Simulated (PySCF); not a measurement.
H$_{2}$Te, charge +1, doublet, geometry from GFN2-xTB (a state made from the parent by changing its charge; the spin is typed, not shown lowest) (all electrons, no relativity), atoms displaced at random by about 0.1 Å a coordinate. Base run: HF/3-21G in PySCF.

PySCF was given this input:
```python
from pyscf import gto, scf
from pyscf.geomopt import geometric_solver

mol = gto.Mole()
mol.atom = '''
    Te    0.12261947    0.10395494   -0.02390780
    H    -1.16972756   -1.13217443   -0.14655185
    H     1.12137396   -1.23028873   -0.09886480
'''
mol.basis = '3-21g'
mol.charge = 1
mol.spin = 1
mol.verbose = 3
mol.build()

def method(m):
    mf = scf.UHF(m)
    return mf

conv, mol_eq = geometric_solver.kernel(method(mol), maxsteps=100)
print('optimisation converged:', conv)
print(mol_eq.tostring(format='xyz'))
mf = method(mol_eq)
mf.kernel()
```

Variants of this job, named by their change:

```json
[
 {"change": "base", "ΔE vs base (µEh)": "0.0", "optimiser steps": "6"},
 {"change": "coordsys = hdlc", "ΔE vs base (µEh)": "0.0", "optimiser steps": "5"},
 {"change": "convergence_set = GAU_LOOSE", "ΔE vs base (µEh)": "0.0", "optimiser steps": "6"},
 {"change": "convergence_set = NWCHEM_LOOSE", "ΔE vs base (µEh)": "0.0", "optimiser steps": "6"},
 {"change": "coordsys = cart", "ΔE vs base (µEh)": "0.0", "optimiser steps": "9"},
 {"change": "trust = 0.02", "ΔE vs base (µEh)": "0.0", "optimiser steps": "7"},
 {"change": "coordsys = prim", "ΔE vs base (µEh)": "0.0", "optimiser steps": "6"}
]
```

Open shells are given as the SCF converged; they aren't shown to be the lowest states, and a large step between rows can be another state.
